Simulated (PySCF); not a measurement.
Computed IR spectrum (relative IR intensity) of a molecule C2H5ClOSi. Geometry optimised at PBE-D3(BJ)/def2-SVP. The values are those of a single conformer. Calculation: PBE-D3(BJ)/def2-SVP in PySCF. Frequencies are harmonic and unscaled.

Lines under 2 % of the strongest are left out, and lines within 2 cm⁻¹ are merged.

ν (cm⁻¹): 189 (vw), 248 (w), 292 (m), 384 (w), 497 (w), 545 (m), 664 (m), 761 (m), 790 (s), 855 (vs), 891 (w), 954 (w), 971 (w), 1006 (w), 1365 (w), 1617 (vw), 2220 (m), 3050 (w), 3144 (vw), 3755 (m) (against the strongest line: vs over 80 %, s over 45 %, m over 15 %, w over 4 %, vw less)

Task: Identify the compound among the candidates.
(A) C=C(Cl)[SiH2]O
(B) Cl[SiH]1COC1
(C) O=CC[SiH2]Cl
(D) C=C[Si@H](O)Cl

Result: D, C=C[Si@H](O)Cl
